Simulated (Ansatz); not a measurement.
Molecule: C$_{3}$H$_{5}$Cl$_{2}$, charge -1, multiplicity 1. It need not be the lowest isomer of its formula. Whether it binds its extra electron was not tested at this geometry. 
Geometry from a B3LYP-D3(BJ)/def2-TZVP (Ansatz, a quantum-chemistry and plane-wave program) optimisation:
```
C
H 1 1.0985
H 1 1.1135 2 106.24
C 1 1.5101 2 107.45 3 124.21
H 4 1.0992 1 106.82 2 -59.45
C 1 1.5219 2 108.72 3 -111.61
H 6 1.0868 1 110.31 2 -160.76
H 6 1.0899 7 110.31 1 125.10
Cl 6 1.8355 7 105.36 8 111.81
Cl 4 1.9619 5 98.17 1 107.24
```
Charge -1, spin multiplicity 1.

Parts of the frozen-core correlation energy in cc-pVTZ (Ansatz, hartree). Frozen orbitals: 13; correlated occupied orbitals by spin: 16 and 16; virtual: 199 and 199. Spin-orbit coupling is left out. Non-relativistic.

```tsv
term	value
reference (HF)	-1035.53445
MP2 opposite-spin	-0.68598
MP2 same-spin	(withheld)
CCSD correlation	(withheld)
(T)	(withheld)
T1 diagnostic	0.012
largest doubles amplitude	0.027
```

Q: What belongs in the gaps?

A: 
- MP2 same-spin, value: -0.21764
- CCSD correlation, value: -0.95999
- (T), value: -0.04263
